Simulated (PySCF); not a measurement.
From one molecule to another.

First species: C₅H₄F₄O₃S.
SMILES: `O=[S@@]1O[C@@H](CF)[C@H](C(F)=C(F)F)O1`

Second species: C5H9N3S.
InChI=1S/C5H9N3S/c1-4-6-7-5(9-3)8(4)2/h1-3H3

Levels: PBE0/pcSseg-1 for dipole moment, HOMO energy, LUMO energy and HOMO–LUMO gap; GFN2-xTB for rotational constant A and rotational constant C. Geometries: GFN2-xTB. Each species is one conformer at its optimised geometry, gas phase, non-relativistic unless stated. Electronic properties by PySCF.

The conformers computed, where there is a choice (atom-mapped SMILES and torsion angles):
- `[O:1]=[S@@:2]1[O:3][C@@H:4]([CH2:5][F:6])[C@H:7]([C:8]([F:9])=[C:10]([F:11])[F:12])[O:13]1`: O3–C4–C5–F6 180°, C4–C7–C8–F9 49°
- `[CH3:1][S:2][c:3]1[n:4][n:5][c:6]([CH3:7])[n:8]1[CH3:9]`: C1–S2–C3–N4 -1°

Values for the first species:

| Property | Result |
| --- | --- |
| Dipole moment | 2.80 D |
| HOMO energy | -7.56 eV |
| LUMO energy | -1.15 eV |
| HOMO–LUMO gap | 6.41 eV |
| Rotational constant A | 0.988 GHz |
| Rotational constant C | 0.433 GHz |

Estimate the same properties for the second species, and the change in each.

```json
{"property": "dipole moment", "first": "2.80 D", "second": "4.41 D", "second less first": "+1.61 D"}
{"property": "HOMO energy", "first": "-7.56 eV", "second": "-6.21 eV", "second less first": "+1.35 eV"}
{"property": "LUMO energy", "first": "-1.15 eV", "second": "0.46 eV", "second less first": "+1.61 eV"}
{"property": "HOMO–LUMO gap", "first": "6.41 eV", "second": "6.67 eV", "second less first": "+0.26 eV"}
{"property": "rotational constant A", "first": "0.988 GHz", "second": "3.026 GHz", "second less first": "+2.038 GHz"}
{"property": "rotational constant C", "first": "0.433 GHz", "second": "0.761 GHz", "second less first": "+0.328 GHz"}
```

On the first: The dipole matches unit charges of opposite sign 0.58 Å apart (1 e·Å = 4.8032 D).

On the second: The dipole equals about 14.7 × 10⁻³⁰ C·m (1 D = 3.33564 × 10⁻³⁰ C·m).
